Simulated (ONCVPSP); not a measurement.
Scattering properties, ONCV potential for Cd

* Element: cadmium (Cd)
* Generator: ONCVPSP 4.0.1
* Type: optimised norm-conserving Vanderbilt (ONCV)
* Functional: PBEsol
* Relativity: scalar-relativistic
* Frozen core: [Ar] 3d10
* Valence charge: 20
* Reference configuration: 4s2 4p6 4d10 5s2
* Partial waves: 4s+5s: rc 1.35 bohr, ncon 4, nbas 8, qcut 11.8 1/bohr, 2 projectors; 4p: rc 1.05 bohr, ncon 4, nbas 8, qcut 8.6 1/bohr, 3 projectors, debl 0.3 Ha; 4d: rc 1.80 bohr, ncon 4, nbas 8, qcut 7.8 1/bohr, 2 projectors, debl 0.9 Ha
* Local potential: polynomial inside 1.05 bohr (lpopt 5, dvloc0 0 Ha)
* Core correction: Teter function, fcfact 3.25, rcfact 1.2

In the p channel the program set the typed energies aside and used -2.458, 0.250, 0.550 Ha.

The phase is arctan(r·R′/R) of the radial function R(r), unwrapped; energies in Ha, scanned from -5 to 5 Ha. A pole is an energy at which the radial function vanishes at the test radius. The pseudo phase is shifted by a multiple of π to meet the all-electron one at the reference energy, and phase errors are pseudo minus all-electron; the curves can meet again beyond the range given. Levels narrower than the energy grid can be missing from the lists of poles.

```tsv
channel	radius (bohr)	reference energy (Ha)	poles, all-electron	poles, pseudo	unbroken range about the reference energy with phases within 0.05 rad	phase error 1 Ha above the reference energy (rad)
s	1.37	-0.21	-3.05	-3.05	the whole range	-0.000
p	1.06	-2.46	1.91	1.91	the whole range	+0.000
d	1.83	-0.43	0.07	0.07	the whole range	+0.000
```

Note: ghosts flagged at negative energy: p at -2686.1 eV; GHOST(+) flagged for s at 368.9 eV. A true bound ghost makes a file unfit for plane-wave use.

Phases in the s channel:

```json
{"E (Ha)": "-4.96", "all-electron": "0.222", "pseudo": "0.222"}
{"E (Ha)": "-4.72", "all-electron": "-0.279", "pseudo": "-0.279"}
{"E (Ha)": "-4.48", "all-electron": "-0.754", "pseudo": "-0.754"}
{"E (Ha)": "-4.24", "all-electron": "-1.069", "pseudo": "-1.069"}
{"E (Ha)": "-4.00", "all-electron": "-1.259", "pseudo": "-1.259"}
{"E (Ha)": "-3.76", "all-electron": "-1.380", "pseudo": "-1.380"}
{"E (Ha)": "-3.52", "all-electron": "-1.464", "pseudo": "-1.464"}
{"E (Ha)": "-3.28", "all-electron": "-1.525", "pseudo": "-1.525"}
{"E (Ha)": "-3.04", "all-electron": "-1.573", "pseudo": "-1.573"}
{"E (Ha)": "-2.80", "all-electron": "-1.612", "pseudo": "-1.612"}
{"E (Ha)": "-2.56", "all-electron": "-1.645", "pseudo": "-1.645"}
{"E (Ha)": "-2.32", "all-electron": "-1.675", "pseudo": "-1.675"}
{"E (Ha)": "-2.08", "all-electron": "-1.702", "pseudo": "-1.702"}
{"E (Ha)": "-1.84", "all-electron": "-1.727", "pseudo": "-1.727"}
{"E (Ha)": "-1.60", "all-electron": "-1.752", "pseudo": "-1.752"}
{"E (Ha)": "-1.36", "all-electron": "-1.776", "pseudo": "-1.776"}
{"E (Ha)": "-1.12", "all-electron": "-1.801", "pseudo": "-1.801"}
{"E (Ha)": "-0.88", "all-electron": "-1.827", "pseudo": "-1.827"}
{"E (Ha)": "-0.64", "all-electron": "-1.854", "pseudo": "-1.854"}
{"E (Ha)": "-0.40", "all-electron": "-1.883", "pseudo": "-1.883"}
{"E (Ha)": "-0.16", "all-electron": "-1.915", "pseudo": "-1.915"}
{"E (Ha)": "0.08", "all-electron": "-1.951", "pseudo": "-1.951"}
{"E (Ha)": "0.32", "all-electron": "-1.993", "pseudo": "-1.993"}
{"E (Ha)": "0.56", "all-electron": "-2.041", "pseudo": "-2.041"}
{"E (Ha)": "0.80", "all-electron": "-2.098", "pseudo": "-2.098"}
{"E (Ha)": "1.04", "all-electron": "-2.166", "pseudo": "-2.166"}
{"E (Ha)": "1.28", "all-electron": "-2.251", "pseudo": "-2.251"}
{"E (Ha)": "1.52", "all-electron": "-2.356", "pseudo": "-2.356"}
{"E (Ha)": "1.76", "all-electron": "-2.489", "pseudo": "-2.489"}
{"E (Ha)": "2.00", "all-electron": "-2.655", "pseudo": "-2.656"}
{"E (Ha)": "2.24", "all-electron": "-2.859", "pseudo": "-2.860"}
{"E (Ha)": "2.48", "all-electron": "-3.092", "pseudo": "-3.094"}
{"E (Ha)": "2.72", "all-electron": "-3.335", "pseudo": "-3.338"}
{"E (Ha)": "2.96", "all-electron": "-3.562", "pseudo": "-3.564"}
{"E (Ha)": "3.20", "all-electron": "-3.755", "pseudo": "-3.758"}
{"E (Ha)": "3.44", "all-electron": "-3.911", "pseudo": "-3.914"}
{"E (Ha)": "3.68", "all-electron": "-4.035", "pseudo": "-4.037"}
{"E (Ha)": "3.92", "all-electron": "-4.132", "pseudo": "-4.135"}
{"E (Ha)": "4.16", "all-electron": "-4.210", "pseudo": "-4.213"}
{"E (Ha)": "4.40", "all-electron": "-4.274", "pseudo": "-4.276"}
{"E (Ha)": "4.64", "all-electron": "-4.326", "pseudo": "-4.328"}
{"E (Ha)": "4.88", "all-electron": "-4.369", "pseudo": "-4.371"}
```
